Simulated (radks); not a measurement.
Task: The mean radii <r> (bohr) of the occupied orbitals of an atom or ion are listed with their occupations. Method: Dirac Kohn-Sham, BP86, spin-unpolarised, spherical densities, finite nucleus; Fermi nuclear charge, rms radius of each element as measured or else 0.836 A^(1/3) + 0.57 fm; computed with a radial shooting solver on a logarithmic mesh with Libxc functionals.

| orbital | occ. | <r> |
|---|---|---|
| 1s1/2 | 2 | 0.03916 |
| 2s1/2 | 2 | 0.1722 |
| 2p1/2 | 2 | 0.1474 |
| 2p3/2 | 4 | 0.1516 |
| 3s1/2 | 2 | 0.4916 |
| 3p1/2 | 2 | 0.4909 |
| 3p3/2 | 4 | 0.5013 |
| 3d3/2 | 4 | 0.4947 |
| 3d5/2 | 6 | 0.4983 |
| 4s1/2 | 2 | 1.304 |
| 4p1/2 | 2 | 1.440 |
| 4p3/2 | 2 | 1.466 |
| 5s1/2 | 1 | 3.031 |

Name the element and its charge. Open shells, if any, fill j = l - 1/2 first.

Result: Z = 38, strontium, charge +3: Sr3+ in [Ar] 3d10 4s2 4p4 5s1. The 1s radius gives Z: for a bare nucleus <r> = (2 gamma + 1)/(2Z) with gamma = sqrt(1 - (Z/c)^2), 0.03844 bohr for Z = 38, and screening makes it slightly larger (0.03916 here). The occupations add up to 35, and the charge is Z minus that.
